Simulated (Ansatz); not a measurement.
Two isomers of C2H7BO2: A = `CCB(O)O`, B = `CCOBO`.

Program: Ansatz. Geometries: PBE0-D4/def2-TZVP. ΔE: electronic, gas phase. CBS: MP2 limit from def2 TZ/QZ plus the TZ coupled-cluster correction, frozen cores. Functionals use def2-TZVPP. B3LYP here is the variant with VWN-RPA as its local correlation; programs differ in this. Each species was taken in one conformer, which may not be the lowest.

A:

Z-matrix (Å, degrees):
```
C
C 1 1.524
H 1 1.095 2 111.7
H 1 1.092 2 112.1 3 119.7
H 1 1.095 2 111.7 3 -120.6
B 2 1.575 1 115.9 3 60.3
H 2 1.096 1 110.2 3 -62.3
H 2 1.096 1 110.3 3 -177.1
O 6 1.363 2 118.8 1 179.6
O 6 1.370 2 123.8 1 -0.4
H 9 0.962 6 111.9 2 180.0
H 10 0.959 6 113.0 2 0.0
```

B:

```xyz
12

C     0.818   -0.164    1.515
C     0.713    0.536    0.182
O    -0.604    0.431   -0.334
B    -0.880   -0.309   -1.435
O    -2.159   -0.399   -1.880
H     1.819   -0.034    1.933
H     0.094    0.245    2.222
H     0.627   -1.234    1.408
H     1.427    0.115   -0.535
H     0.935    1.601    0.289
H    -0.023   -0.893   -2.037
H    -2.768    0.104   -1.330
```

Which is lower in electronic energy at CCSD(T)/CBS, and by how much? (Estimate.)

The calculation gave: A, by 18.9 kcal/mol.

Give E(B) − E(A) in kcal/mol with ωB97M-V, B3LYP, MP2/def2-TZVPP, CCSD(T)/def2-TZVPP, PBE0-D4, B3LYP-D4, PBE-D4. (An estimate is asked.)

Computed: ωB97M-V 18.6, B3LYP 16.5, MP2/def2-TZVPP 19.5, CCSD(T)/def2-TZVPP 18.4, PBE0-D4 19.0, B3LYP-D4 17.1, PBE-D4 18.3. None reverses the order clearly.

Largest T1 diagnostic: 0.012.

In def2-TZVPP, CCSD(T) changes the Hartree–Fock value by +2.9 kcal/mol (the triples alone add +0.0 kcal/mol) and MP2 by +4.0 kcal/mol. From PBE to PBE0 (25 % exact exchange), in def2-TZVPP and without D4, E(B) − E(A) moves by +0.8 kcal/mol.
